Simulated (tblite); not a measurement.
Compound: C8H13S (charge +1).
Cartesian coordinates in Å at the GFN2-xTB level; atoms count from 1:
```xyz
22
C8H13S angstrom
C      2.8894    0.8250   -1.0840
C      1.9832    0.3179   -0.4904
C      0.8799   -0.2937    0.2405
C      1.4273   -1.3366    1.2166
C      0.0640    0.7992    0.9493
C     -0.6381    1.5875   -0.1406
S     -1.2092    0.3603   -1.3757
C     -2.7834   -0.1488   -0.6351
C     -0.0944   -0.9496   -0.7557
H      3.6964    1.2600   -1.5955
H      0.6246   -1.7886    1.7946
H      2.1253   -0.8652    1.9031
H      1.9583   -2.1179    0.6794
H      0.7165    1.4540    1.5264
H     -0.6507    0.3435    1.6372
H     -1.4893    2.1695    0.2038
H      0.0594    2.2396   -0.6663
H     -3.1050   -1.0671   -1.1189
H     -2.6794   -0.2992    0.4346
H     -3.5155    0.6288   -0.8366
H      0.4278   -1.3789   -1.6093
H     -0.6973   -1.7202   -0.2781
```

Computed with GFN2-xTB (tblite): harmonic, unscaled wavenumbers at the GFN2-xTB geometry, gas phase. Errors from tens to a few hundred cm⁻¹ against measured bands are possible. One conformer, not necessarily the lowest.

Harmonic wavenumbers (cm⁻¹): 54.8, 117.7, 145.5, 179.3, 193.9, 216.9, 255.7, 274.7, 286.8, 368.7, 383.9, 453.8, 505.6, 545.4, 659.1, 687.7, 692.9, 716.3, 724.8, 744.4, 819.9, 870.2, 915.4, 929.7, 948.4, 960.6, 993.6, 1032.5, 1057.9, 1078.5, 1111.2, 1141.6, 1184.8, 1214.9, 1226.5, 1266.5, 1302.3, 1317.8, 1403.9, 1413.1, 1416.4, 1422.8, 1428.5, 1469.0, 1474.5, 1485.2, 2289.1, 2987.9, 3010.2, 3015.7, 3023.7, 3028.0, 3035.7, 3041.0, 3047.6, 3054.3, 3058.3, 3061.5, 3065.5, 3391.9.

A = 2311, B = 1056, C = 953.6 MHz; mass 141.074 u (most abundant isotopes); point group C1, symmetry number 1.

**Question.** Zero-point energy?

**Answer.** ½Σν̃ = 40602 cm⁻¹ = 116.09 kcal/mol.

**Question.** Give the ideal-gas entropy at 273.15 K and 1 bar in the rigid-rotor, harmonic-oscillator model (classical rotation).

**Answer.** Translation 40.33, rotation 29.05, vibration 26.35: S = 95.7 cal/(mol K).

**Question.** And Cp and H(273.15 K) − H(0)?

**Answer.** Cp = 39.71 cal/(mol K), of which vibrations give 31.76 (their classical limit is 60 R = 119.2); H(273.15 K) − H(0) = 6.28 kcal/mol without the zero-point energy, 4.11 from vibrations.

**Question.** Which modes carry the vibrational entropy at 273.15 K?

**Answer.** 54.8 cm⁻¹: 4.46; 117.7 cm⁻¹: 2.97; 145.5 cm⁻¹: 2.56; 179.3 cm⁻¹: 2.17; 193.9 cm⁻¹: 2.03; 216.9 cm⁻¹: 1.83 cal/(mol K); the other 54 give 10.32 together.

**Question.** How do the functions run with temperature in this model?

**Answer.** 
```json
{"T (K)": "150", "S (cal/(mol K))": "76.9", "Cp (cal/(mol K))": "24.8", "H − H(0) (kcal/mol)": "2.32", "G − H(0) (kcal/mol)": "-9.21", "ln q(vib)": "2.39"}
{"T (K)": "250", "S (cal/(mol K))": "92.3", "Cp (cal/(mol K))": "36.8", "H − H(0) (kcal/mol)": "5.40", "G − H(0) (kcal/mol)": "-17.69", "ln q(vib)": "5.04"}
{"T (K)": "298.15", "S (cal/(mol K))": "99.3", "Cp (cal/(mol K))": "42.8", "H − H(0) (kcal/mol)": "7.31", "G − H(0) (kcal/mol)": "-22.31", "ln q(vib)": "6.38"}
{"T (K)": "400", "S (cal/(mol K))": "113.6", "Cp (cal/(mol K))": "54.7", "H − H(0) (kcal/mol)": "12.29", "G − H(0) (kcal/mol)": "-33.16", "ln q(vib)": "9.27"}
{"T (K)": "600", "S (cal/(mol K))": "139.4", "Cp (cal/(mol K))": "72.7", "H − H(0) (kcal/mol)": "25.15", "G − H(0) (kcal/mol)": "-58.52", "ln q(vib)": "15.01"}
{"T (K)": "900", "S (cal/(mol K))": "172.4", "Cp (cal/(mol K))": "89.8", "H − H(0) (kcal/mol)": "49.73", "G − H(0) (kcal/mol)": "-105.45", "ln q(vib)": "23.28"}
```

q(vib) and H(0) count from the zero-point level.

**Question.** What must be added to the electronic energy to get the Gibbs energy at 273.15 K and 1 bar?

**Answer.** ZPE + [H(273.15 K) − H(0)] − T·S = 116.09 + 6.28 − 26.15 = 96.22 kcal/mol.

Hindered rotation and anharmonicity are outside this model. Other conformers, if any are populated, would add a mixing term that is left out. The structure is chiral; the term R ln 2 for an equal mix with its mirror image is left out.
